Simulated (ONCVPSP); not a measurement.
Cl (Z = 17): ONCV pseudisation with PBE, scalar-relativistic reference atom.

ONCVPSP 4.0.1 input, shortened (lines: element, Z, core and valence counts, functional; n l f; lmax; l rc ep ncon nbas qcut; lloc lpopt rc5 dvloc0; l nproj debl; icmod fcfact rcfact), PBE, scalar-relativistic:

```
  Cl 17.00    3    2        4      upf
    1    0    2.00
    2    0    2.00
    2    1    6.00
    3    0    2.00
    3    1    5.00
    2
    0    1.40    0.00    4    7    4.40
    1    1.55    0.00    4    7    5.80
    2    1.30    0.02    4    8    8.70
    4    3    0.95    6.00
    0    2    3.50
    1    2    3.10
    2    2    3.50
    0    0.00    0.00
```

All-electron outer shells of the reference configuration (PBE, scalar-relativistic, ld1.x):

| shell | level (eV) | outermost node (bohr) | outermost maximum (bohr) |
| --- | --- | --- | --- |
| 2s | -252.70 | 0.12 | 0.36 |
| 2p | -191.63 | – | 0.30 |
| 3s | -20.69 | 0.55 | 1.29 |
| 3p | -8.59 | 0.53 | 1.43 |

Calculated quality:

| Property | Result |
| --- | --- |
| Cutoffs needed | 47 Ha and 61 Ha (the cutoffs (Ha) at which the residual kinetic energy of the hardest occupied pseudo-wave falls to 1 and 0.1 mHa per electron) |
| Ghost test | no bound ghost flagged; no localised positive-energy state flagged |
| Largest excitation error | +40 meV (all-electron minus pseudo) for 3s2 3p2, out of 4 test configurations |

Generation and tests took about 4.7 s on one core of a shared server CPU.
